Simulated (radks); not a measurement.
Q: These are the eigenvalues of the occupied orbitals of an atom or ion with whole-number occupations (eV). Method: Dirac Kohn-Sham, PBE, spin-unpolarised, spherical densities, point nucleus; computed with a radial shooting solver on a logarithmic mesh with Libxc functionals.

orbital  eigenvalue
1s1/2     -48352.63
2s1/2     -7962.215
2p1/2     -7554.668
2p3/2     -6906.652
3s1/2     -1777.055
3p1/2     -1601.193
3p3/2     -1469.116
3d3/2     -1165.048
3d5/2     -1136.318
4s1/2     -378.0911
4p1/2     -310.1327
4p3/2     -280.8900
4d3/2     -169.0211
4d5/2     -163.7546
5s1/2      -72.7163
5p1/2      -53.8080
5p3/2      -49.6022
4f5/2      -33.2400

Which element is it, and in what charge state? The configuration may be excited. Open shells, if any, fill j = l - 1/2 first.

A: Z = 63, europium, charge +3: Eu3+ in [Xe] 4f6. The list shows which subshells hold electrons but not how many an open one holds; the 1s level, -1776.9 hartree, gives Z - s = 59.6 by -(Z - s)^2/2, which with screening and relativity narrows Z to a few neighbours, and the depths of the outer levels then fix element, charge and occupations together.
